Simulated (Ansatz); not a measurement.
Reaction: C2H5Si (SMILES [SiH2]C=C, doublet) → C2H5Si (SMILES C=[C][SiH3], doublet)
Each species at its own B3LYP-D3(BJ)/def2-TZVP minimum (Ansatz, a first-principles code).

Total energies in hartree (Ansatz). Radicals and triplets start from unrestricted determinants; spin-orbit coupling is neglected. Cores are frozen in correlated methods. No relativity. The UHF reference of C2H5Si (C=C[SiH2], doublet) is spin-contaminated (<S^2> up to 0.16 over the pure value in the sets run). The UHF reference of C2H5Si (C=[C][SiH3], doublet) is spin-contaminated (<S^2> up to 0.19 over the pure value in the sets run).

```tsv
species	HF/cc-pV(T+d)Z	CCSD(T)/cc-pV(T+d)Z	HF/cc-pV(Q+d)Z	CCSD(T)/cc-pV(Q+d)Z	CCSD(T)/cc-pV(D+d)Z	CCSDT(Q)/cc-pV(D+d)Z
1: C2H5Si (SMILES C=C[SiH2], doublet)	-367.56012	-368.04750	-367.56853	-368.08031	-367.93358	-367.93599
2: C2H5Si (SMILES C=[C][SiH3], doublet)	-367.54591	-368.02390	-367.55461	-368.05721	-367.91005	-367.91263
```

Task: Work out the isomerisation energy (electronic) in kJ/mol: take Hartree-Fock from cc-pV(Q+d)Z, extrapolate the CCSD(T) correlation energy as X^-3 (X = 3, 4), and add CCSDT(Q) - CCSD(T) in cc-pV(D+d)Z. 1 hartree = 2625.5 kJ/mol.

Result: 
Species 1: correlation (64·(-0.51178) - 27·(-0.48738))/37 = -0.52959; step -0.00241; E1 = -367.56853 + (-0.52959) + (-0.00241) = -368.10053
Species 2: correlation (64·(-0.50260) - 27·(-0.47799))/37 = -0.52056; step -0.00258; E2 = -367.55461 + (-0.52056) + (-0.00258) = -368.07775
-1·E1 +1·E2 = 0.02278 hartree = 59.8 kJ/mol.
